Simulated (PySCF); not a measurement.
Gas-phase reaction: 2 GeCl3 + CCl4 = 2 GeCl4 + CCl2

Computed with PySCF and rigid-rotor harmonic-oscillator thermochemistry at 1 bar. † marks an energy on the PBE0/def2-TZVP geometry and frequencies; other levels use their own. CCSD(T) freezes the core. Open shells (unrestricted): GeCl3 (multiplicity 2); the rest are closed-shell singlets. Ge: all electrons, no relativistic terms. GeCl3: computed as isolated molecules; such fragments, hydroxides, amides, oligomers or adducts are transient or little studied in the gas. CCSD(T) isn't extrapolated to the basis-set limit. The harmonic model lacks anharmonicity and excited electronic states, which grow with temperature; levels with a mode under 35 cm⁻¹ are left out. Warning, large T1 diagnostic: CCl2 (CCSD(T)/def2-SVP†).

```tsv
level	ΔE electronic, kJ	ΔH°(298 K), kJ	ΔS°(298 K), J/K	ΔG°(1600 K), kJ
CCSD(T)/def2-SVP†	-209	-211	-19	-183
HF/def2-TZVP†	-201	-203	-19	-175
M06-2X/def2-TZVP†	-188	-190	-19	-162
PBE0/def2-QZVP†	-165	-167	-19	-140
PBE0/def2-TZVP	-168	-170	-19	-142
ωB97M-V/def2-TZVP†	-192	-194	-19	-166
```
ΔH° is lowest at CCSD(T)/def2-SVP† and highest at PBE0/def2-QZVP†. No reference value is set beside these.
